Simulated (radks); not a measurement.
All-electron atom: H in 5f1 (not the ground configuration).

All-electron calculation, Dirac Kohn-Sham, PBE, spin-unpolarised, spherical densities, finite nucleus; open shells are shared between the two j in proportion to 2j + 1; Gaussian nuclear charge, rms radius 0.8783 fm. Program: a radial shooting solver on a logarithmic mesh with Libxc functionals.

Energy parts (eV):
| part | energy |
|---|---|
| total | -0.621 |
| kinetic | 0.594 |
| electron-nucleus | -1.128 |
| Hartree | 0.408 |
| exchange-correlation | -0.495 |

Orbitals (lengths in bohr, moments of r in powers of bohr; r(max) is where P^2 peaks):
orbital      occ.  eigenvalue (eV)  r(max)
5f5/2    0.428571          -0.3654   33.09
5f7/2    0.571429          -0.3654   33.09

The highest occupied level is 5f7/2 at -0.365 eV. The electron density at the nucleus is 8.116e-37 e/bohr^3.
